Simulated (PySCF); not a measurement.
**Chromium: a sound run and one with changed settings**

Sound run: Cr²⁺ [Ar] 3d4, Cr³⁺ [Ar] 3d3. Computed with PySCF 2.14 in jorge-DZP-DKH (8s6p2d1f, 43 functions), with the spin-free X2C one-electron Hamiltonian (Gaussian nucleus). In the sound run the correlated levels freeze [Ar]. The sound run starts from symmetry-adapted Hartree-Fock orbitals and uses a fine grid where one is needed.

Changed run: initial guess minao, at most 8 SCF cycles. This setting is unsound on purpose.

```json
{"species": "Cr²⁺", "method": "UHF", "sound run (hartree)": "-1048.83855", "changed run (hartree)": "-1048.83857", "converged": "no"}
{"species": "Cr²⁺", "method": "M06-L", "sound run (hartree)": "-1049.80882", "changed run (hartree)": "-1049.81043", "converged": "no"}
{"species": "Cr²⁺", "method": "MN15", "sound run (hartree)": "-1050.50311", "changed run (hartree)": "-1050.50440", "converged": "no"}
{"species": "Cr³⁺", "method": "UHF", "sound run (hartree)": "-1047.73833", "changed run (hartree)": "-1047.73833", "converged": "yes"}
{"species": "Cr³⁺", "method": "M06-L", "sound run (hartree)": "-1048.67195", "changed run (hartree)": "-1048.67195", "converged": "yes"}
{"species": "Cr³⁺", "method": "MN15", "sound run (hartree)": "-1049.33450", "changed run (hartree)": "-1049.33450", "converged": "yes"}
{"species": "Cr³⁺", "method": "MP2", "sound run (hartree)": "-1047.74547", "changed run (hartree)": "-1047.74547", "converged": "yes"}
```

The SCF was stopped early; the energies are upper bounds that still move, and correlated levels were skipped or rest on poor orbitals.
